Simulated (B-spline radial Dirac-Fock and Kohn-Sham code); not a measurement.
# Ta⁶⁺: M5-N45N45 lines in intermediate coupling

System: Ta⁶⁺, [Xe] 4f13.

Model: multi-electron Dirac-Fock with separately optimised hole states, Breit and Lamb-shift corrections added in first order. Program: an atomic code on a B-spline grid. The two-hole levels come from diagonalising the Coulomb interaction among the jj configurations; intensities are independent-particle Coulomb rates. Kinetic energies are from the vacuum level. The model has no electron correlation. Open outer shells are spectators and are not coupled to the holes.

```csv
kinetic energy (eV),J,leading jj holes (weight),leading LS term (weight)
1116.5,0,N4N4 (0.95),¹S0 (0.63)
1125.4,2,N4N4 (0.97),³F2 (0.51)
1133.4,4,N4N5 (0.98),¹G4 (0.91)
1134.2,1,N4N5 (1.00),³P1 (1.00)
1135.8,2,N4N5 (0.96),³P2 (0.51)
1138.9,3,N4N5 (1.00),³F3 (1.00)
1140.7,0,N5N5 (0.95),³P0 (0.63)
1146.8,2,N5N5 (0.99),¹D2 (0.50)
1149.8,4,N5N5 (0.98),³F4 (0.91)
```

The intensity is shared as follows: 1149.8 eV 26.2 %, 1133.4 eV 22.2 %, 1146.8 eV 18.9 %, 1138.9 eV 10.3 %, 1135.8 eV 9.5 %, 1134.2 eV 6.2 %, 1140.7 eV 5.1 %, 1125.4 eV 1.0 %, 1116.5 eV 0.7 %.

The strongest line, by its leading LS label ³F4, lies at 1149.8 eV. The mean weight of the leading component is 0.97 in jj and 0.73 in LS coupling, so jj labels describe these levels better.

Run: 45 s of CPU time on 1 thread of Intel(R) Xeon(R) Platinum 8559C (shared host), peak memory 0.55 GiB.

Values without a named source are computed, but for edge energies of neutral atoms, which are taken from tables.
